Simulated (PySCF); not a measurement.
**How methods differ on the excitation energy of Sn²⁺**

Sn²⁺ [Kr] 4d10 5s2 (1S) → Sn²⁺ [Kr] 4d10 5s1 5p1 (3P), as a difference of total energies. All numbers are calculated (PySCF 2.14, scalar relativity through the core potential, in aug-cc-pVTZ-PP with ECP28MDF (6s5p4d2f, 55 functions)). Correlated levels: valence: 4s2 4p6 4d10 frozen. The calculations carry no spin-orbit coupling.

| method | excitation energy (eV) |
| --- | --- |
| UHF | 5.617 |
| LDA | 7.746 |
| PBE | 7.466 |
| PBE0 | 7.080 |
| r2SCAN | 6.952 |
| TPSS | 7.218 |
| r2SCANh | 6.872 |
| B2PLYP | 6.987 |
| revPBE | 7.344 |
| MP2 (valence) | 6.231 |
| SCS-MP2 (valence) | 6.405 |

Task: How much does correlation contribute at MP2 (valence)?

Result: 6.231 − (5.617) = 0.614 eV, measured against UHF.
